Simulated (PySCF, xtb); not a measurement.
Si(NMe2)(SiH3) (C₂H₉NSi₂), SMILES CN(C)[Si][SiH3] (connectivity only; charge and spin as stated), neutral, multiplicity 1. The values are those of a single conformer.

Harmonic wavenumbers (cm⁻¹) from GFN2-xTB in xtb 6.7.1 at its own minimum, in rising order: 64, 75, 142, 143, 185, 294, 295, 369, 384, 415, 525, 689, 826, 842, 882, 1025, 1047, 1082, 1121, 1194, 1296, 1410, 1424, 1473, 1483, 1497, 1508, 2105, 2118, 2136, 2899, 2904, 2928, 2936, 3032, 3038.

Task: What does PBE-D3(BJ)/def2-SVP (PySCF) give at its own minimum? (The exact figures need the calculation; the answer reports its results.)

Result: 86, 106, 156, 157, 238, 285, 340, 379, 383, 393, 488, 646, 822, 895, 908, 985, 1026, 1056, 1113, 1172, 1243, 1367, 1393, 1394, 1406, 1413, 1438, 2098, 2111, 2141, 2925, 2930, 2991, 2998, 3064, 3084. Paired by order, the mean absolute difference is 34 cm⁻¹ and the zero-point energies are 65.5 and 65.2 kcal/mol.
